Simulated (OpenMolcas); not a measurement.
Co2+ with 6 ligands (chloride) in trigonal prismatic coordination (D3h) at 2.5 Å, a polar angle of 53.0° against the regular 49.1°. A charge of +0.667 e stands 2.8 Å behind each ligand. Ligand basis ANO-RCC-VDZP.
```
Co    0.0000    0.0000    0.0000
Cl    1.9973    0.0000    1.5036
Cl   -0.9987    1.7297    1.5036
Cl   -0.9987   -1.7297    1.5036
Cl    1.9973    0.0000   -1.5036
Cl   -0.9987    1.7297   -1.5036
Cl   -0.9987   -1.7297   -1.5036
```

```yaml
Program: OpenMolcas
Method: "SS-CASPT2, IPEA 0.25 Eh, imaginary shift 0.1 Eh (closed shells correlated: 3s 3p and the ligand valence shells)"
Basis: ANO-RCC-VDZP [5s4p2d1f]
Scalar_Hamiltonian: DKH2, point nucleus
Active_space: 7 electrons in 5 orbitals (3d)
State_averaging: 2S+1 = 4 even, 10 roots; 2S+1 = 2 even, 40 roots
Spin-orbit_coupling: state interaction with AMFI integrals over the reference wave functions
```

**Question.** What is the spin-free ground state (labels of D3, the rotations of D3h)?

**Answer.** 4E, 2-fold in its orbital part, 100 % from free-ion F terms; it has the highest spin that d7 allows.

**Question.** Where is the first state of the same spin?

**Answer.** 4E at 2410 cm-1 above the ground state.

**Question.** What are the lowest two levels with spin-orbit coupling?

**Answer.** A 2-fold level E1/2 with g = 0.01, 0.01, 9.84, then a 2-fold level E1/2 240 cm-1 above it. Their leading multiplicities are 4 (100 %) and 4 (100 %).

**Question.** What is χT at 300 K, and how does it compare with the textbook value?

**Answer.** The lowest level has 2S+1 = 4, for which the spin-only value is χT = S(S+1) / 2 = 1.875 cm3 K/mol (g = 2). The computed 3.965 at 300 K differs by +2.090, through orbital momentum, spin-orbit coupling and any other state in reach.

Roots that are degenerate in the reference are averaged as groups; the widest CASPT2 spread within a group is 120 cm-1 (the 2-fold group of multiplicity 4 near 0 cm-1 above the lowest state of its run). Shifts and gaps below about the spread of the groups concerned are not significant. Over all roots computed the reference weight is 0.65 to 0.67; a low but even weight reflects the number of correlated electrons. An orbital doublet at a regular site is open to a Jahn-Teller distortion, which this geometry leaves out. A single d shell leaves out the double-shell effect, which counts most for late 3d ions, where the CASPT2 field can be off either way by tens of per cent. Ligand-to-metal charge-transfer states are missing. For late 3d ions with one d shell CASPT2 can put B and the spin-flip bands somewhat low as well as high. Free-ion shares, where given, are those of the reference states; single-state CASPT2 does not remix them. No measured value stands beside these numbers; the geometry was imposed, not optimised, and the real ion may take another.
